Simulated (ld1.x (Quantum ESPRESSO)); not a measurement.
# Reading a pseudo-wave (Sn (Z = 50))

Columns: radius, all-electron u(r) and pseudo u(r) of the 4d shell (level -26.27 eV) of tin in the configuration [Kr] 4d10 5s1.75 5p2.25; LDA (PZ), scalar-relativistic, TM scheme, ld1.x (Quantum ESPRESSO) 7.5.

| r (bohr) | all-electron | pseudo |
| --- | --- | --- |
| 0.127 | 0.4103 | -0.0157 |
| 0.254 | 0.4810 | -0.1131 |
| 0.381 | 0.0297 | -0.3205 |
| 0.508 | -0.4686 | -0.5932 |
| 0.635 | -0.8133 | -0.8437 |
| 0.762 | -0.9866 | -1.0013 |
| 0.889 | -1.0318 | -1.0479 |
| 1.016 | -0.9983 | -1.0102 |
| 1.143 | -0.9226 | -0.9277 |
| 1.270 | -0.8287 | -0.8297 |
| 1.397 | -0.7305 | -0.7305 |
| 1.524 | -0.6357 | -0.6357 |
| 1.651 | -0.5482 | -0.5482 |
| 1.778 | -0.4697 | -0.4697 |
| 1.905 | -0.4006 | -0.4006 |
| 2.032 | -0.3405 | -0.3405 |
| 2.159 | -0.2886 | -0.2886 |
| 2.286 | -0.2441 | -0.2441 |
| 2.413 | -0.2061 | -0.2061 |
| 2.540 | -0.1739 | -0.1739 |
| 2.667 | -0.1465 | -0.1465 |
| 2.794 | -0.1233 | -0.1233 |
| 2.921 | -0.1038 | -0.1038 |
| 3.048 | -0.0872 | -0.0872 |
| 3.175 | -0.0733 | -0.0733 |
| 3.302 | -0.0616 | -0.0616 |

**Question.** How many radial nodes do the two functions have?

**Answer.** The all-electron 4d function has n − l − 1 = 1; the pseudo-wave has 0, since the states of the same l below it are removed with the core.

**Question.** At about which radius was the pseudo-wave matched?

**Answer.** 1.50 bohr, where the columns begin to agree (steps of 0.13 bohr).

**Question.** Where does each function peak?

**Answer.** Outermost all-electron maximum near 0.89 bohr, pseudo maximum near 0.89 bohr (to the table’s step).

**Question.** Is the pseudo-wave norm-conserving?

**Answer.** Yes: the TM scheme keeps the norm inside the radius equal to the all-electron one, which fixes the energy derivative of the logarithmic derivative at the level.
